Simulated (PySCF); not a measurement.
GeTe, SMILES [Ge]=[Te] (connectivity only; charge and spin as stated), charge -1, multiplicity 2.

Geometry: PBE0-D3(BJ)/def2-TZVPD. The spin state was assumed, not searched. The def2 effective core potentials stand for the cores of Te; spin–orbit coupling is left out.

Computed with PBE0-D3(BJ)/def2-TZVPD run with PySCF.

Frequencies are harmonic and unscaled.

```tsv
mode	ν (cm⁻¹)	IR (km/mol)	moving atoms (share of kinetic energy)
1	271	15.0	Ge 64 %, Te 36 %
```
